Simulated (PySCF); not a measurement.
A structure optimised at B3LYP-D3(BJ)/def2-SVP, used in a PySCF frequency run:

```
Ge
N 1 1.8387
H 2 1.0170 1 115.43
H 2 1.0178 3 109.61 1 131.68
H 1 1.5429 2 111.97 3 -140.76
N 1 1.8511 5 105.08 2 116.93
H 6 1.0191 1 114.97 5 170.01
H 6 1.0192 7 108.31 1 129.47
C 1 1.9531 5 108.43 6 124.76
C 9 1.3382 1 122.35 5 -1.71
H 10 1.0965 9 122.46 1 -179.05
H 10 1.0966 11 115.91 9 179.83
H 9 1.0987 10 118.72 11 -0.17
```
Charge 0, spin multiplicity 1.

Q: Write its SMILES and formula.

A: C=[CH][GeH]([NH2])[NH2], C₂H₈GeN₂

Q: What are its rotational constants (standard atomic weights)?

A: 5.2239, 2.4043, 1.8959 GHz
